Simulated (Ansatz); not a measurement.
One change: `[CH3][AlH][NH][SiH2]Cl` becomes `[AlH2][NH][SiH2]Cl`.

Ansatz, PBE0-D4/def2-TZVP geometries, multiplicity 1. Each molecule was computed in one conformer, which needn't be the lowest.

| property | `[CH3][AlH][NH][SiH2]Cl` |
| --- | --- |
| HOMO energy (PBE/def2-TZVPP) / eV | -6.81 |
| HOMO energy (B3LYP/def2-TZVPP) / eV | -7.88 |
| HOMO–LUMO gap (PBE/def2-TZVPP) / eV | 5.36 |
| size of the dipole moment (PBE/def2-TZVPP) / D | 2.58 |
| size of the dipole moment (ωB97M-V/def2-TZVPP) / D | 2.61 |
| size of the dipole moment (B3LYP/def2-TZVPP) / D | 2.57 |

(1) What does the change do to each property? (An estimate is asked.)

Results:

(1) The calculation gave: 
```tsv
property	`[AlH2][NH][SiH2]Cl`	shift
HOMO energy (PBE/def2-TZVPP) / eV	-6.98	-0.17
HOMO energy (B3LYP/def2-TZVPP) / eV	-8.03	-0.15
HOMO–LUMO gap (PBE/def2-TZVPP) / eV	5.05	-0.31
size of the dipole moment (PBE/def2-TZVPP) / D	1.75	-0.83
size of the dipole moment (ωB97M-V/def2-TZVPP) / D	1.85	-0.76
size of the dipole moment (B3LYP/def2-TZVPP) / D	1.83	-0.74
```

With PBE0 the HOMO falls by 0.16 eV and the LUMO falls by 0.50 eV, so the gap narrows by about 0.34 eV. PBE moves the HOMO by -0.17 eV and ωB97M-V by -0.16 eV. Dipoles are sizes alone; their direction can turn.

B3LYP here is the variant with VWN-RPA as its local correlation; programs differ in this.
